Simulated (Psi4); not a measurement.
## NBrO (nitrosyl bromide): a line through the functionals

NBrO has 3 atoms, charge 0, and is taken as a singlet. SMILES: `O=NBr`. The coordinates come from a PBE0-D4/def2-TZVP relaxation.

The vertical energy of the triplet above the singlet y, in eV, basis def2-TZVP; a is the functional's share of exact exchange. Programs: Psi4 1.11.

| functional | program | a | y (eV) |
| --- | --- | --- | --- |
| TPSS | Psi4 | 0 | 1.95 |
| revPBE | Psi4 | 0 | 2.04 |
| TPSSh | Psi4 | 0.1 | 1.81 |
| B3LYP | Psi4 | 0.2 | 1.73 |
| PBE0 | Psi4 | 0.25 | ? |
| BHLYP | Psi4 | 0.5 | 1.28 |

Q: Fit y = c + s·a to the known rows and predict PBE0.

A: 
1. Means of the 5 rows: a = 0.1600, y = 1.762.
2. Σ(Δa)² = 0.172, Σ(Δa·Δy) = -0.2426, so the slope is -0.2426/0.172 = -1.4105.
3. Intercept: 1.762 − (-1.4105) × 0.1600 = 1.988. The largest residual of the fit is 0.052.
4. PBE0: 1.988 + (-1.4105) × 0.25 = 1.64 eV.

The run gave 1.67 eV, so the prediction is off by -0.03 eV, within the largest residual. Exact exchange favours the state with more unpaired electrons. The rows mix families of semi-local functionals, which the line can't see. Spin-orbit coupling is left out.
